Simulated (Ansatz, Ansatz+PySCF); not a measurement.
```yaml
atoms:
  - { symbol: N, position_ang: [0.0172, -0.0414, -0.1087] }
  - { symbol: H, position_ang: [0.0186, -0.0073, 0.9618] }
```

Basis set: def2-SVP (spherical functions). Frozen core: 1 orbital. Charge 0, multiplicity 3.

Computed with Ansatz (development build ahead of 0.2.0); each method stands on the lowest determinant of its kind that the runs found. Restricted functionals stand beside restricted open-shell atoms, which can lie above the unrestricted atoms usual in DFT and then raise those values.

The atomization energy at this shape (free ground-state atoms in the same class of orbitals less the molecule, no zero-point energy) of triplet NH:

| method | atomization energy |
| --- | --- |
| ωB97X (unrestricted) | 339.4 kJ/mol |
| r²SCAN (unrestricted) | 341.5 kJ/mol |
| r²SCAN (restricted open-shell) | 336.7 kJ/mol |
| PBE0 (unrestricted) | 345.9 kJ/mol |
| PBE0 (restricted open-shell) | 341.4 kJ/mol |
| PBE (unrestricted) | 359.6 kJ/mol |
| PBE (restricted open-shell) | 356.1 kJ/mol |
| UHF-MP2 | 293.8 kJ/mol |
| UHF | 203.4 kJ/mol |
| ROHF | 193.5 kJ/mol |

What does UHF-CCSD(T) give?

307.6 kJ/mol.
